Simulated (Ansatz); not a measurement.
Consider the substitution at a C–S bond: `CNCS[SiH3]` + `[AsH3]` → `CNC[AsH2]` + `[SiH3]S`.

Isolated molecules relaxed with PBE0-D4/def2-TZVP in Ansatz; ΔE leaves out vibrations. CBS: MP2 limit from def2 TZ/QZ plus the TZ coupled-cluster correction, frozen cores. DFT in def2-TZVPP. B3LYP here is the variant with VWN-RPA as its local correlation; programs differ in this. For As outer-core shells are correlated without core-valence functions, which leaves a few kJ/mol of doubt a bond. Scalar relativity is left out up to krypton. Each species was taken in one conformer, which may not be the lowest.

| level | ΔE (kJ/mol) |
| --- | --- |
| PBE | 0.2 |
| B3LYP | -4.2 |

(1) What does CCSD(T)/CBS give? (An estimate is asked.)

Largest T1 diagnostic among the species: 0.011.

Answers

(1) Ansatz gave: -6.4 kJ/mol. The listed levels differ from it by 6.6, 2.2 kJ/mol.

From PBE to PBE0 (25 % exact exchange), in def2-TZVPP and without D4, ΔE moves by −3.5 kJ/mol. The D4 term adds +4.1 kJ/mol with B3LYP and +2.4 kJ/mol with PBE0; it sums over pairs of atoms, weighted by their polarisabilities, and B3LYP, whose exchange is more repulsive, gets the larger term.
